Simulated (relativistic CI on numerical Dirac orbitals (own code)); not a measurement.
# Sensitivity of the levels of W XLVIII to α and to the nuclear radius

Calculated at this level of theory: Dirac-Coulomb-Breit CI, KLI orbitals optimised for each configuration, derivatives by finite differences, unscaled Slater integrals, QED left out (own radial code, finite nucleus).

Configuration list (outside the closed core [Ne]): 3s2 3p6 3d9, 3s2 3p5 3d10, 3s 3p6 3d10, 3s2 3p6 3d8 4s, 3s2 3p6 3d8 4p, 3s2 3p4 3d10 4s, 3s2 3p6 3d8 4d, 3s2 3p4 3d10 4p. Levels of other configurations are missing.

With x = (α/α₀)² − 1 an excitation energy changes as ω = ω₀ + qx; K = 2q/ω₀ is the relative enhancement. Terms are leading LS components, so labels can repeat. The field-shift factor is F = δν/δ⟨r²⟩ for the transition from the lowest level.

Lowest level 3s2 3p6 3d9 2D_5/2.

| Level | ω₀ (cm⁻¹) | q (cm⁻¹) | K | F (GHz/fm²) |
| --- | --- | --- | --- | --- |
| 3s2 3p6 3d9 2D_3/2 | 536776 | 543400 | 2.02 | 14 |
| 3s2 3p5 3d10 2P°_3/2 | 3638960 | 682200 | 0.375 | 40.3 |
| 3s2 3p5 3d10 2P°_1/2 | 6130922 | 3.734e+06 | 1.22 | -371 |
| 3s 3p6 3d10 2S_1/2 | 8085917 | 4.098e+06 | 1.01 | -6860 |
| 3s2 3p6 3d8 4s 4F_9/2 | 12947360 | -1.629e+06 | -0.252 | 2510 |
| 3s2 3p6 3d8 4s 2F_7/2 | 12971935 | -1.626e+06 | -0.251 | 2510 |
| 3s2 3p6 3d8 4s 2D_5/2 | 13027301 | -1.627e+06 | -0.25 | 2510 |
| 3s2 3p6 3d8 4s 2D_3/2 | 13038933 | -1.623e+06 | -0.249 | 2510 |
| 3s2 3p6 3d8 4s 2S_1/2 | 13188637 | -1.604e+06 | -0.243 | 2510 |
| 3s2 3p6 3d8 4s 4F_7/2 | 13477047 | -1.082e+06 | -0.161 | 2530 |
| 3s2 3p6 3d8 4s 4F_5/2 | 13483252 | -1.079e+06 | -0.16 | 2530 |
| 3s2 3p6 3d8 4s 4P_5/2 | 13554233 | -1.077e+06 | -0.159 | 2530 |
| 3s2 3p6 3d8 4s 4P_3/2 | 13560140 | -1.074e+06 | -0.158 | 2530 |

At this charge energies of transitions that change n are usually good to better than 1 %, and those within a shell (Δn = 0) to a few per cent.
